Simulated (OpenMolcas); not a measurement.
**Lines of O: computed and rescaled rates**

```
Program             : OpenMolcas
Method              : SS-CASPT2, IPEA 0.25 Eh, imaginary shift 0.1 Eh (closed shells correlated: 1s)
Basis               : ANO-RCC-VTZP [4s3p2d1f]
Scalar Hamiltonian  : DKH2, point nucleus
Active space        : 6 electrons in 4 orbitals (2s 2p)
State averaging     : 2S+1 = 3 even, 3 roots; 2S+1 = 1 even, 6 roots kept (CI in the orbitals of an earlier block); 2S+1 = 3 odd, 3 roots (0 in the spin-orbit step)
Spin-orbit coupling : state interaction with AMFI integrals over the reference wave functions, term energies averaged over their components
```

Rates come from the transition moments of the reference wave functions (E1 and E2 in the length form). At fixed line strength A goes as λ^-3 for E1 and M1 and as λ^-5 for E2, so a rate at the computed wavelength can be rescaled to the measured one. Measured vacuum wavelengths follow from level energies in NIST Handbook of Basic Atomic Spectroscopic Data. Branching counts decays inside the model space alone, at computed energies, and the table is only a selection of the E2 and M1 lines, drawn from those between levels with measured partners whose computed energy lies within a factor of 1.5 of the measured one.

```json
{"Upper": "2s² 2p⁴ ³P₀", "Lower": "2s² 2p⁴ ³P₁", "Type": "M1", "λ computed (nm)": "136900", "λ measured (nm)": "145500", "A computed (s-1)": "2.11e-05", "A rescaled (s-1)": "1.76e-05", "Branching %": "100.0"}
{"Upper": "2s² 2p⁴ ³P₁", "Lower": "2s² 2p⁴ ³P₂", "Type": "M1", "λ computed (nm)": "66970", "λ measured (nm)": "63190", "A computed (s-1)": "7.52e-05", "A rescaled (s-1)": "8.95e-05", "Branching %": "100.0"}
{"Upper": "2s² 2p⁴ ¹D₂", "Lower": "2s² 2p⁴ ³P₁", "Type": "M1", "λ computed (nm)": "626.2", "λ measured (nm)": "636.6", "A computed (s-1)": "2.35e-03", "A rescaled (s-1)": "", "Branching %": "24.4"}
{"Upper": "2s² 2p⁴ ¹D₂", "Lower": "2s² 2p⁴ ³P₂", "Type": "M1", "λ computed (nm)": "620.4", "λ measured (nm)": "630.2", "A computed (s-1)": "7.24e-03", "A rescaled (s-1)": "", "Branching %": "75.3"}
{"Upper": "2s² 2p⁴ ¹S₀", "Lower": "2s² 2p⁴ ¹D₂", "Type": "E2", "λ computed (nm)": "572.2", "λ measured (nm)": "557.9", "A computed (s-1)": "1.10e+00", "A rescaled (s-1)": "1.25e+00", "Branching %": "93.4"}
{"Upper": "2s² 2p⁴ ¹S₀", "Lower": "2s² 2p⁴ ³P₁", "Type": "M1", "λ computed (nm)": "299", "λ measured (nm)": "297.3", "A computed (s-1)": "7.74e-02", "A rescaled (s-1)": "", "Branching %": "6.5"}
```

Spin-changing lines and M1 lines between different terms are not rescaled, since their strength hangs on the term gaps too.

The largest correction is for 2s² 2p⁴ ³P₀ → 2s² 2p⁴ ³P₁ (M1): 2.11e-05 × (136900 / 145500)^3 = 1.76e-05 s-1, a factor of 0.83.

The computed rate and branching of 2s² 2p⁴ ³P₁ → 2s² 2p⁴ ³P₂ give the upper level a radiative lifetime of 1.000 / 7.52e-05 s-1 = 1.33e+04 s, counting decays inside the model space alone. The rescaled rate gives about 1.1e+04 s.

No measured rate stands beside these. Rescaling mends the energy factor alone: line strengths can still be far off where a level mixes with configurations outside the active space, and weak or spin-changing lines hang on small mixing coefficients that depend on the term gaps too, so rescaling need not improve them.

CASPT2 breaks the degeneracy within a term, and the mean is taken; among the terms shown or strongly mixed into the levels shown the widest spread is 94 cm-1 (2s² 2p⁴ ¹D). Terms from blocks run as CI alone lack orbitals of their own. Computed and measured levels are paired by configuration, term and J; levels that our copy of the source lacks, or whose pairing is in doubt (as where it misses far off the trend of its configuration), stay unpaired. Only configurations of the active space appear.
